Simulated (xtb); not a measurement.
CHO2 (SMILES [O]C=O), doublet, at a GFN2-xTB geometry; GFN2-xTB (xtb).

xtb was given this input:
```
$ xtb mol.xyz --gfn 2 --uhf 1 --grad --json

# file mol.xyz
4

O      1.15623491    -0.01312691     0.00983414
C     -0.02457140     0.19152173     0.00045866
O     -1.11548103    -0.30452915    -0.01059486
H     -0.17860263     1.39211811     0.00333384
```

The log (banner, timings and long lists left out):

```
   ID    Z sym.   atoms
    1    8 O      1, 3
    2    6 C      2
    3    1 H      4

           -------------------------------------------------
          |                Calculation Setup                |
           -------------------------------------------------

           -------------------------------------------------
          |                 G F N 2 - x T B                 |
           -------------------------------------------------

          ...................................................
          :                      SETUP                      :
          :.................................................:
          :  # basis functions                  13          :
          :  # atomic orbitals                  13          :
          :  # shells                            7          :
          :  # electrons                        17          :
          :  max. iterations                   250          :
          :  Hamiltonian                  GFN2-xTB          :
          :  restarted?                      false          :
          :  GBSA solvation                  false          :
          :  PC potential                    false          :
          :  electronic temp.          300.0000000     K    :
          :  accuracy                    1.0000000          :
          :  -> integral cutoff          0.2500000E+02      :
          :  -> integral neglect         0.1000000E-07      :
          :  -> SCF convergence          0.1000000E-05 Eh   :
          :  -> wf. convergence          0.1000000E-03 e    :
          :  Broyden damping             0.4000000          :
          :  net charge                          0          :
          :  unpaired electrons                  1          :
          ...................................................

 iter      E             dE          RMSdq      gap      omega  full diag
   1    -10.7692081 -0.107692E+02  0.600E+00    5.44       0.0  T
   2    -10.7841671 -0.149590E-01  0.293E+00    5.04       1.0  T
   3    -10.7844233 -0.256212E-03  0.148E+00    5.29       1.0  T
   4    -10.7854470 -0.102376E-02  0.146E-01    5.19       1.0  T
   5    -10.7854592 -0.121859E-04  0.537E-02    5.17       1.0  T
   6    -10.7854620 -0.274995E-05  0.321E-02    5.16       1.6  T
   7    -10.7854653 -0.330698E-05  0.155E-03    5.17      32.2  T
   8    -10.7854653 -0.509374E-08  0.463E-04    5.17     107.9  T
   9    -10.7854653 -0.126660E-09  0.570E-05    5.17     877.9  T

   *** convergence criteria satisfied after 9 iterations ***

         :::::::::::::::::::::::::::::::::::::::::::::::::::::
         ::                     SUMMARY                     ::
         :::::::::::::::::::::::::::::::::::::::::::::::::::::
         :: total energy             -10.699220341409 Eh    ::
         :: gradient norm              0.000016045574 Eh/a0 ::
         :: HOMO-LUMO gap              5.165162196365 eV    ::
         ::.................................................::
         :: SCC energy               -10.785465274244 Eh    ::
         :: -> isotropic ES            0.041224867366 Eh    ::
         :: -> anisotropic ES          0.003724723093 Eh    ::
         :: -> anisotropic XC         -0.001427168329 Eh    ::
         :: -> dispersion             -0.000903752306 Eh    ::
         :: repulsion energy           0.086244932835 Eh    ::
         :: add. restraining           0.000000000000 Eh    ::
         :: total charge              -0.000000000000 e     ::
         :::::::::::::::::::::::::::::::::::::::::::::::::::::

           -------------------------------------------------
          |                Property Printout                |
           -------------------------------------------------

    * Orbital Energies and Occupations

         #    Occupation            Energy/Eh            Energy/eV
      -------------------------------------------------------------
         1        2.0000           -0.7857587             -21.3816
         2        2.0000           -0.7691473             -20.9296
         3        2.0000           -0.6679462             -18.1757
         4        2.0000           -0.6362233             -17.3125
         5        2.0000           -0.6309055             -17.1678
         6        2.0000           -0.5882391             -16.0068
         7        2.0000           -0.5104886             -13.8911
         8        2.0000           -0.5043975             -13.7254
         9        1.0000           -0.4396954             -11.9647 (HOMO)
        10                         -0.2498792              -6.7996 (LUMO)
        11                          0.0061913               0.1685
        12                          0.3037398               8.2652
        13                          0.8471670              23.0526
      -------------------------------------------------------------
                  HL-Gap            0.1898162 Eh            5.1652 eV
             Fermi-level           -0.4084169 Eh          -11.1136 eV

     #   Z          covCN         q      C6AA      α(0)
     1   8 O        0.856    -0.291    19.617     5.938
     2   6 C        2.591     0.392    20.400     7.385
     3   8 O        0.856    -0.291    19.617     5.938
     4   1 H        0.880     0.190     1.158     1.684

 Mol. C6AA /au·bohr⁶  :        207.249437
 Mol. C8AA /au·bohr⁸  :       4565.245711
 Mol. α(0) /au        :         20.946087

Wiberg/Mayer (AO) data.
largest (>0.10) Wiberg bond orders for each atom

 ---------------------------------------------------------------------------
     #   Z sym  total        # sym  WBO       # sym  WBO       # sym  WBO
 ---------------------------------------------------------------------------
     1   8 O    2.211 --     2 C    1.671     3 O    0.431     4 H    0.108
     2   6 C    3.948 --     3 O    1.671     1 O    1.671     4 H    0.605
     3   8 O    2.211 --     2 C    1.671     1 O    0.431     4 H    0.108
     4   1 H    0.822 --     2 C    0.605     3 O    0.108     1 O    0.108
 ---------------------------------------------------------------------------

Topologies differ in total number of bonds
Writing topology from bond orders to xtbtopo.mol

molecular dipole:
                 x           y           z       tot (Debye)
 q only:       -0.105       0.815       0.002
   full:       -0.122       0.950       0.002       2.435
molecular quadrupole (traceless):
                xx          xy          yy          xz          yz          zz
 q only:       -3.291      -0.768       2.596      -0.037       0.000       0.695
  q+dip:       -4.939      -1.136       3.773      -0.056      -0.001       1.166
   full:       -5.531      -1.210       3.745      -0.067      -0.003       1.785

           -------------------------------------------------
          | TOTAL ENERGY              -10.699220341409 Eh   |
          | GRADIENT NORM               0.000016045574 Eh/α |
          | HOMO-LUMO GAP               5.165162196365 eV   |
           -------------------------------------------------

normal termination of xtb
```
